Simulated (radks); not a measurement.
Values are calculated unless marked as measured or tabulated.
Species: the neodymium ion Nd3.1+. Configuration: [Xe] 4f(5/2: 2.9, 7/2: 0) (fractional occupations, a model configuration). Level of theory: Dirac Kohn-Sham, BLYP, spin-unpolarised, spherical densities, point nucleus (a radial shooting solver on a logarithmic mesh with Libxc functionals).

Spin-orbit splittings of the eigenvalues, e(l+1/2) - e(l-1/2), with zeta = 2 splitting/(2l+1) and mean radii in bohr:

shell  occ.  splitting (eV)  zeta (eV)  <r> j=l-1/2  <r> j=l+1/2
2p        6           520.2      346.8      0.08421      0.09063
3p        6           103.8      69.21       0.2557       0.2681
3d       10           22.44      8.974       0.2395       0.2434
4p        6           22.68      15.12       0.6222       0.6502
4d       10           4.030      1.612       0.6973       0.7072
4f      2.9          0.4673     0.1335       0.9616       0.9710
5p        6           3.431      2.287        1.589        1.666
